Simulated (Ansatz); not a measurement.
Consider the redistribution: `[F][GeH2][CH2][SiH3]` + `CB(N)[SiH2]O` → `O[SiH2][GeH2][F]` + `CB(N)C[SiH3]`.

Program: Ansatz. Geometries: PBE0-D4/def2-TZVP. ΔE: electronic, gas phase. CBS: MP2 limit from def2 TZ/QZ plus the TZ coupled-cluster correction, frozen cores. Functionals use def2-TZVPP. B3LYP here is the variant with VWN-RPA as its local correlation; programs differ in this. For Ge outer-core shells are correlated without core-valence functions, which leaves a few kJ/mol of doubt a bond. Scalar relativity is left out up to krypton. Each species was taken in one conformer, which may not be the lowest.

| level | ΔE (kJ/mol) |
| --- | --- |
| ωB97X-V | -43.4 |
| PBE | -47.4 |
| r2SCAN | -48.5 |
| PBE0 | -46.5 |
| B3LYP | -46.4 |
| HF/def2-TZVPP | -40.3 |
| MP2/def2-TZVPP | -38.3 |
| SCS-MP2/def2-TZVPP | -36.7 |

What does CCSD(T)/CBS give? (An estimate is asked.)

The calculation gave: -40.1 kJ/mol. The listed levels differ from it by -3.3, -7.3, -8.4, -6.4, -6.3, -0.2, 1.8, 3.4 kJ/mol.

Largest T1 diagnostic among the species: 0.012.
